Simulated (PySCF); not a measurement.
C3H5BO2, SMILES OB1CC=CO1. Atoms are numbered in the order given.

```xyz
11

O     -0.1112    -2.1180     0.0000
B      0.0034    -0.7613     0.0000
C      1.2669     0.2158     0.0000
C      0.5491     1.5459     0.0000
C     -0.7837     1.3319     0.0000
O     -1.1679    -0.0008     0.0000
H      0.7572    -2.5543     0.0000
H      1.9270     0.0789    -0.8868
H      1.9270     0.0789     0.8868
H      1.0222     2.5373     0.0000
H     -1.6119     2.0548     0.0000
```
Charge 0, spin multiplicity 1.

Coordinates come from a PBE-D3(BJ)/def2-SVP optimisation. The values are those of a single conformer.

Method: PBE/pcSseg-1 (PySCF).

GIAO shieldings, no solvent; atoms alike by connectivity are averaged. δ = σ(ref) − σ: ¹⁷O against H2O (σ = 334.3 ppm); ¹¹B against BF3 (σ = 83.9 ppm); ¹³C against TMS (σ = 182.0 ppm); ¹H against TMS (σ = 31.49 ppm), references at their B3LYP-D3(BJ)/def2-TZVP geometries, non-relativistic.

```
nucleus   atoms  count  δ (ppm)
-------  ------  -----  -------
¹⁷O          O6      1    244.4
¹⁷O          O1      1    141.4
¹¹B          B2      1     27.1
¹³C          C5      1    160.4
¹³C          C4      1    115.6
¹³C          C3      1     20.9
¹H          H11      1     7.15
¹H          H10      1     5.80
¹H           H7      1     4.79
¹H       H8, H9      2     2.06
```
